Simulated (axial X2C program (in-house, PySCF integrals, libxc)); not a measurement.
## VH⁻: from the spin-free to the two-component result

All values were computed with an in-house relativistic program for diatomic molecules. Spin-free means the one-electron spin-free X2C Hamiltonian; two-component (2c) means X2C with spin–orbit coupling and atomic mean-field two-electron Coulomb and Gaunt terms, so the difference of the two also holds small scalar two-electron terms. Basis: V dyall-acv3z [11s11p7d4f2g], H dyall-av3z [7s3p2d] (cores contracted in-house); Gaussian nuclei, density fitting, unrestricted open shells. Masses: V 50.944 u, H 1.008 u.

Spin-free state: M_S = 3/2, Λ = 2 (beyond evenly filled blocks: π+α, π-α, δ+α); fragments V + H-.

| level | Re (Å) | ωe (cm⁻¹) | μ (D) |
| --- | --- | --- | --- |
| PBE0 | 1.738 | 1445.1 | 3.68 |
| PW91 | 1.715 | 1465.3 | 3.56 |

Dipoles are positive if H is the positive end and refer to the centre of mass.

Two-component determinant lowest at the distance of the search:

Ω = 1/2 (⟨Sz⟩ = -1.50, ⟨Lz⟩ = 2.00 at PBE0); fragments V + H-.

```json
{"level": "PBE0", "Re (Å)": "1.738", "ωe (cm⁻¹)": "1444.7", "μ (D)": "3.68"}
{"level": "PW91", "Re (Å)": "1.715", "ωe (cm⁻¹)": "1464.9", "μ (D)": "3.56"}
```

Problem. From the two tables, how do the constants change at the PBE0 level (2c against spin-free)?

Solution. At the PBE0 level Re is unchanged within 0.001 Å and ωe drops by 0.4 cm⁻¹.

Occupations by symmetry block were frozen at the best pattern of an incomplete PBE0 search. De is not given where an atomic determinant may have missed its ground term or J level, or where the truncated virtual space spoils (T). Density functionals use the spin component along the axis (collinear). The highest occupied level is positive at some bond lengths even in Hartree–Fock (under at least one Hamiltonian), so the basis set holds the extra electron there; where that holds at Re the anion is at best weakly bound and its constants depend on the basis. PBE0 can misorder states that lie within some tenths of an eV, so this need not be the ground state of the molecule. The nearest other spin-free determinant of the search, M_S = 3/2, Λ = 1, lies 0.09 eV up at the distance of the search. The functionals have no current-density term, which raises determinants with orbital currents, atoms included. With several unpaired electrons one determinant need not be a pure state. At some level and bond length an empty orbital lies below a filled one. The determinant is spin-polarised beyond a pure state at some levels (its spin-free form has ⟨S²⟩ too high), which makes Re and μ there less reliable.
